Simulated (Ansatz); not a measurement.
CH6BFO2Si, SMILES `FCOBO[SiH3]` from Hartree–Fock to CCSD(T)

```xyz
12

F     1.7811   -2.1725   -0.6494
C     1.5983   -1.4063    0.4694
O     0.4991   -0.5900    0.2909
B     0.6425    0.6808   -0.1997
O    -0.4639    1.4098   -0.4377
Si   -2.0722    1.0282   -0.2822
H     2.5114   -0.8226    0.6242
H     1.3991   -2.0781    1.3065
H     1.7324    1.1378   -0.3943
H    -2.8264    2.2229   -0.7252
H    -2.4107   -0.1351   -1.1374
H    -2.3908    0.7251    1.1349
```

Total charge 0; spin multiplicity 1. The structure was optimised at the PBE0-D4/def2-TZVP level. It is one conformer, not always the lowest. Frozen core, restricted reference, Ansatz 0.2.0. CBS rows extrapolate triple and quadruple zeta; past MP2 they add the triple-zeta difference.

```csv
basis,HF (Eh),MP2 corr.
def2-SVP,-603.94147,-0.86198
def2-TZVPP,-604.43229,-1.10277
def2-QZVPP,-604.45658,-1.19192
```

Problem. Estimate the CCSD correlation energy and the (T) correction in each basis where they were run (hartree).

Solution. 
| basis | CCSD corr. | (T) |
| --- | --- | --- |
| def2-SVP | -0.91230 | -0.02095 |
| def2-TZVPP | -1.14224 | -0.03944 |
| CBS(def2) | -1.29742 | as TZ |
